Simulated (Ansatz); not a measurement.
Compare A (`BC(O)C(=C)N`) with its isomer B (`C/N=C(\C)BO`).

Calculated with Ansatz (gas phase, PBE0-D4/def2-TZVP geometries, no zero-point term in ΔE). CCSD(T)/CBS adds triple-zeta CCSD(T) − MP2 to the extrapolated MP2 energy (def2 sets, frozen cores). DFT in def2-TZVPP. B3LYP here is the variant with VWN-RPA as its local correlation; programs differ in this. Each species was taken in one conformer, which may not be the lowest.

Which is lower in electronic energy at CCSD(T)/CBS, and by how much? (Best estimate.)

Computed: B, by 204.3 kJ/mol.

Give E(B) − E(A) in kJ/mol with B2PLYP, PBE0-D4, PBE-D4, CCSD(T)/def2-TZVPP, B3LYP-D4, MP2/def2-TZVPP, HF/def2-TZVPP. (Estimate.)

Computed: B2PLYP -207.7, PBE0-D4 -197.6, PBE-D4 -199.8, CCSD(T)/def2-TZVPP -207.2, B3LYP-D4 -202.2, MP2/def2-TZVPP -207.5, HF/def2-TZVPP -201.6. None reverses the order clearly.

Largest T1 diagnostic: 0.012.

In def2-TZVPP, CCSD(T) changes the Hartree–Fock value by −5.6 kJ/mol (the triples alone add −1.6 kJ/mol) and MP2 by −5.9 kJ/mol. The D4 term adds +3.8 kJ/mol with B3LYP and +2.0 kJ/mol with PBE0; it sums over pairs of atoms, weighted by their polarisabilities, and B3LYP, whose exchange is more repulsive, gets the larger term.
